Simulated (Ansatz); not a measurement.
Basis-set extrapolation for C$_{3}$H$_{8}$Si (`C=C(C)[SiH3]`) (PBE0-D4/def2-TZVP geometry, frozen core, the Gaussian-basis code of Ansatz). Multiplicity 1, RHF reference.

```json
{"": "HF", "def2-TZVPP": "-407.225628", "def2-QZVPP": "-407.240170"}
{"": "MP2 correlation", "def2-TZVPP": "-0.632293", "def2-QZVPP": "-0.672993"}
{"": "CCSD(T) correlation", "def2-TZVPP": "-0.711929", "def2-QZVPP": "not run"}
```

Energies in hartree. Use E(X) = E(∞) + A·exp(−7.88·√X) for Hartree–Fock and E(X) = E(∞) + B·X^(−2.97) for correlation, with X = 3 and 4, and add CCSD(T) minus MP2 of the smaller set to the MP2 limit.

Problem. What is the CCSD(T) energy at the basis-set limit?

Solution. HF limit: -407.240170 + (-0.014542) × 0.13774 = -407.24217. MP2 limit: -0.672993 + (-0.040700) × 0.74074 = -0.70314. Higher-order term: -0.711929 − (-0.632293) = -0.07964. Total: -408.02495 hartree, 229.5 kJ/mol below CCSD(T)/def2-TZVPP.
